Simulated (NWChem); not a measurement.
CHO2, doublet; SMILES O=[C]O

```xyz
4

O     -0.1389     1.1705     0.0000
C      0.4258     0.1154     0.0000
O     -0.0501    -1.1217     0.0000
H     -1.0426    -1.0834     0.0000
```
Atoms are numbered in this order, from 1.

In the optimisation the excess spin sits in a' (Cs, its own frame). All runs use the structure optimised with PBE-D3(BJ)/def2-SVP, spin-unrestricted. No stability test was run on the SCF state.

Symmetry labels are those of Cs in the frame above (b1 and b2, or b-type labels, depend on it). States above −ε(HOMO) = 7.4 eV lie in this functional's continuum and hang on the basis.

Task: List the 6 lowest vertical excitations from PBE0/def2-SVPD, spin-unrestricted, TDA (NWChem).

Result: 
```json
[
 {"state": "state 1", "energy (eV)": "4.17", "oscillator strength": "0.006", "symmetry of the excitation": "a\"", "<S²>": "0.76"},
 {"state": "state 2", "energy (eV)": "5.27", "oscillator strength": "0.001", "symmetry of the excitation": "a\"", "<S²>": "0.79"},
 {"state": "state 3", "energy (eV)": "5.33", "oscillator strength": "0.018", "symmetry of the excitation": "a'", "<S²>": "0.80"},
 {"state": "state 4", "energy (eV)": "6.24", "oscillator strength": "0.070", "symmetry of the excitation": "a'", "<S²>": "0.79"},
 {"state": "state 5", "energy (eV)": "6.90", "oscillator strength": "0.003", "symmetry of the excitation": "a'", "<S²>": "2.67"},
 {"state": "state 6", "energy (eV)": "7.52", "oscillator strength": "0.004", "symmetry of the excitation": "a\"", "<S²>": "2.47"}
]
```
